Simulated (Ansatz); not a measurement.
Gas-phase reaction in SMILES: CCC[Si](O)(O)O [trihydroxy(propyl)silane] + 6 [H][H] (H2) -> 3 C (CH4) + 3 O (H2O) + [SiH4] (SiH4)
Geometries: B3LYP-D3(BJ)/def2-TZVP minima from Ansatz (an electronic-structure program), one conformer each, not searched for the lowest.

Quantity: energy of full hydrogenation (electronic energy difference), in kJ/mol. Correlated levels leave the core frozen unless marked. No spin-orbit coupling. No relativistic terms. CBS(X,Y): correlation extrapolated as X^-3; Hartree-Fock from the larger set. The bracket is a focal-point correction in the basis named.

Level to compare with: RI-MP2/CBS(aug-cc-pV(T+d)Z,aug-cc-pV(Q+d)Z)+[CCSD(T)-MP2]/aug-cc-pV(T+d)Z (Ansatz), 97.0 kJ/mol. It is a level with limits of its own, and the differences hold the functionals' basis error too.

### Question
Rank these functionals by how close they come to RI-MP2/CBS(aug-cc-pV(T+d)Z,aug-cc-pV(Q+d)Z)+[CCSD(T)-MP2]/aug-cc-pV(T+d)Z, closest first: wB97X/def2-TZVPD (Ansatz); BHLYP/def2-TZVPD (Ansatz); wB97X-V/def2-TZVPD (Ansatz).

### Answer
wB97X-V/def2-TZVPD (range-separated hybrid with VV10, 85.4 kJ/mol, difference -11.6), wB97X/def2-TZVPD (range-separated hybrid, 58.3 kJ/mol, difference -38.7), BHLYP/def2-TZVPD (global hybrid, 49.1 kJ/mol, difference -47.9)
